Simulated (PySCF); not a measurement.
# How methods differ on the ionisation energy of Ni(17+)

Ni(17+) [Ne] 3s1 (2S) → Ni(18+) [Ne] (1S), as a difference of total energies. Calculation: PySCF 2.14, in an even-tempered Gaussian basis (16 s from 1.4 bohr⁻², ratio 2.5; 11 p from 1.8 bohr⁻², ratio 2.5; 5 d from 7.1 bohr⁻², ratio 2.7; 4 f from 11 bohr⁻², ratio 2.7); the non-relativistic Hamiltonian (point nucleus). Correlated levels: outer shells: 1s2 frozen; virtual orbitals above 40 to 60 times the deepest correlated orbital energy dropped. The calculations carry no spin-orbit coupling.

| method | ionisation energy (eV) |
| --- | --- |
| UHF | 600.86 |
| LDA | 602.69 |
| PBE | 603.52 |
| PBE0 | 602.95 |
| r2SCAN | 600.92 |
| PBEsol | 602.57 |
| M06-L | 599.64 |
| MP2 (outer shells) | 601.46 |
| SCS-MP2 (outer shells) | 601.35 |

Task: How much does correlation contribute at MP2 (outer shells)?

Result: 601.46 − (600.86) = 0.60 eV, measured against UHF.

These non-relativistic numbers lack the scalar-relativistic shift.

For comparison: 607.02 eV (semi-empirical (NIST evaluation); NIST Atomic Spectra Database, ionization energies).
